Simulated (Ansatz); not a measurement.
CH₉ClOSi₃, SMILES CO[Si@H]([SiH3])[SiH2]Cl.

Geometry: B3LYP-D3(BJ)/def2-SVP. The structure was generated by enumeration; whether it is a known compound was not checked. One conformer was computed; it need not be the lowest.

Two levels are set side by side: PBE/def2-SVPD (Ansatz, a program for electronic structure) and PBE0/def2-SVPD (Ansatz). Energy differences of separate SCF runs at the same geometry; the states with an electron removed or added have multiplicity 2 and 2. Differences are taken from unrounded values.

```csv
quantity,PBE0
vertical ionisation energy (eV),9.11
vertical singlet–triplet gap (eV),4.50
```

What does PBE give, and how far is it from PBE0? (The exact figures need the calculation; the answer reports its results.)


```tsv
quantity	PBE	PBE minus PBE0
vertical ionisation energy (eV)	8.74	-0.38
vertical singlet–triplet gap (eV)	4.06	-0.44
```
